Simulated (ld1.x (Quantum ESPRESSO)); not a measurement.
Bi: one change to a TM semilocal potential, before and after

```json
{
 "Element": "bismuth (Bi)",
 "Generator": "ld1.x (Quantum ESPRESSO) 7.5",
 "Type": "norm-conserving Troullier–Martins (semilocal form)",
 "Functional": "LDA (PZ)",
 "Relativity": "scalar-relativistic",
 "Frozen core": "[Xe] 4f14",
 "Valence charge": "15",
 "Reference configuration": "5d10 6s1 6p4",
 "Partial waves": "6s (bound): rc 1.40 bohr; 6p (bound): rc 2.50 bohr; 5d (bound): rc 1.45 bohr",
 "Local potential": "the d channel",
 "Core correction": "none"
}
```

Change: core correction a·sin(br)/r model core inside 1.74 bohr.

Cutoffs: the cutoffs (Ry, on a coarse ladder) from which the occupation-weighted sum of valence levels, in a spherical-Bessel basis at the reference potential, stays within 10 and 1 mRy of its value at 400 Ry; they do not see the model core or the augmentation charge, which bear on the density cutoff. Errors are all-electron minus pseudo energies relative to the spin-unpolarised reference configuration.

Question: Predict the effect on cutoff, ghosts and configuration errors.

Answer: The potential gets neither clearly harder nor softer (90 Ry and 180 Ry → 90 Ry and 180 Ry); of the 9 tests that both files solve, the error grows in 2 and shrinks in 6 by more than 15 % and 0.3 meV (median size 16.3 → 10.7 meV); neither file shows a bound ghost. A semilocal file is local in each channel, so a ghost entry of none says nothing of the separable form that plane-wave codes build from it. A model core, the more so a compact one, raises the density cutoff, which this test does not measure.

| quantity | base | changed |
| --- | --- | --- |
| cutoff, loose | 90 Ry | 90 Ry |
| cutoff, tight | 180 Ry | 180 Ry |
| bound ghosts | none | none |
| error for 5d10 6s2 6p3, meV [ΔE -10.18 eV] | +9.1 | +2.5 |
| error for 5d10 6s2 6p2, meV [ΔE -2.02 eV] | -2.5 | -11 |
| error for 5d10 6s2 6p1, meV [ΔE 13.54 eV] | -17 | -30 |
| error for 5d10 6s2 6p3.3, meV [ΔE -11.33 eV] | +12 | +5.2 |
| error for 5d10 6s0 6p5, meV [ΔE 10.54 eV] | +16 | -0.8 |
| error for 5d10 6s2 6p2.5, meV [ΔE -6.97 eV] | +3.8 | -3.3 |
| error for 5d9 6s2 6p4, meV [ΔE 13.95 eV] | +120 | +76 |
| error for 5d10 6s1 6p4 (spin-polarised), meV [ΔE -1.02 eV] | +59 | +31 |
| error for 5d10 6s2 6p3 (spin-polarised), meV [ΔE -11.20 eV] | +30 | +14 |
| s: phases at 2.68 bohr within 0.05 rad from the reference energy up to (Ry; the scan ends near 5) | -0.2 | -0.2 |
| p: phases at 2.68 bohr within 0.05 rad from the reference energy up to (Ry; the scan ends near 5) | 3.0 | 3.0 |
| d: phases at 2.68 bohr within 0.05 rad from the reference energy up to (Ry; the scan ends near 5) | to the end of the scan | to the end of the scan |
